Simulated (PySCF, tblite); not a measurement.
Compound: C6H7P.
SMILES: `c1(cpccc1)C`

Method used: PBE0/def2-SVPD in PySCF (dipole) on a GFN2-xTB geometry, gas phase.

Masses are those of the commonest isotopes; rigid-rotor values at the optimised geometry. 

Task: Give the principal moments of inertia and the rotational constants in MHz.

Result: Ia = 124.59, Ib = 249.65, Ic = 371.11 u·Å²; 505379 MHz·u·Å²/I gives A = 4056, B = 2024, C = 1362 MHz.

Task: Classify the top.

Result: An asymmetric top: κ = (2 × 2024 − 4056 − 1362)/(4056 − 1362) = -0.51.

Task: Is it planar, by Δ = Ic − Ia − Ib?

Result: Not planar: Δ = Ic − Ia − Ib = -3.13 u·Å². For a rigid frame Δ = −2 Σ m c², so Σ m c² = 1.56 u·Å² lies off the ab plane, practically all of it from hydrogen. The atom farthest from that plane is 0.94 Å away.

Task: Give the other two planar moments, Paa and Pbb, and the rms extents of the mass along the axes.

Result: Paa = Σ m a² = (Ib + Ic − Ia)/2 = 248.08 and Pbb = Σ m b² = (Ia + Ic − Ib)/2 = 123.03 u·Å². With the mass M = 110.03 u, the rms extents √(P/M) along a, b and c are 1.50, 1.06, 0.12 Å.

Task: Give the coordinates in the principal-axis frame, origin at the centre of mass.

Result: The sense of each axis is arbitrary; atoms in the order of the calculation.
```
atom  mass (u)   a (Å)   b (Å)   c (Å)
  C1    12.000   2.676   0.476   0.004
  C2    12.000   1.219   0.112  -0.004
  C3    12.000   0.874  -1.237  -0.003
  C4    12.000  -0.434  -1.688   0.000
  C5    12.000  -1.531  -0.852   0.003
  P6    30.974  -1.458   0.878   0.000
  C7    12.000   0.261   1.108  -0.003
  H8     1.008   3.137   0.149   0.936
  H9     1.008   3.195  -0.018  -0.816
 H10     1.008   2.816   1.550  -0.091
 H11     1.008   1.672  -1.966  -0.006
 H12     1.008  -0.602  -2.758   0.000
 H13     1.008  -2.519  -1.296   0.007
 H14     1.008   0.597   2.138  -0.006
```

Task: Which types of transition are allowed, and where do some lines up to J = 5 fall?

Result: The dipole components are |μa| = 1.70 D, |μb| = 1.06 D, |μc| = 0.02 D. The squared components, which scale the intensities, stand as 1.00 : 0.38 : 0.00 (a : b : c). Some lines, for components of 0.1 D or more:

```
type  branch         J(Ka,Kc)    MHz  lower level (cm⁻¹)
   b       Q  1(1,0) ← 1(0,1)   2694               0.113
   a       R  1(0,1) ← 0(0,0)   3386               0.000
   b       Q  2(1,1) ← 2(0,2)   3494               0.334
   b       R  1(1,1) ← 0(0,0)   5418               0.000
   b       Q  5(2,3) ← 5(1,4)   6523               1.898
   a       R  2(0,2) ← 1(0,1)   6635               0.113
   a       R  2(1,1) ← 1(1,0)   7435               0.203
   b       Q  2(2,1) ← 2(1,2)   8083               0.385
   b       R  2(1,2) ← 1(0,1)   8142               0.113
   b       Q  3(2,2) ← 3(1,3)   9156               0.688
   b       Q  4(3,1) ← 4(2,2)  10585               1.500
   b       R  3(1,3) ← 2(0,2)  10593               0.334
   b       Q  4(2,3) ← 4(1,4)  10601               1.088
   b       Q  4(3,2) ← 4(2,3)  12231               1.441
   b       Q  5(3,3) ← 5(2,4)  12848               1.996
   b       R  4(1,4) ← 3(0,3)  12940               0.656
   a       R  4(2,3) ← 3(2,2)  13437               0.993
   b       R  2(2,1) ← 1(1,0)  13530               0.203
   a       R  5(1,5) ← 4(1,4)  14830               1.088
   b       Q  5(4,1) ← 5(3,2)  15879               2.440
   a       R  5(3,2) ← 4(3,1)  17592               1.853
   b       R  3(2,1) ← 2(1,2)  18894               0.385
   b       R  4(3,1) ← 3(2,2)  25792               0.993
   b       R  5(2,3) ← 4(1,4)  30819               1.088
```

Its GFN2-xTB frequencies are all real (lowest 22 cm⁻¹). No vibrational averaging or centrifugal distortion is included, and the geometry carries the error of its method. A rigid rotor knows nothing of internal rotation, which can split or shift real lines.
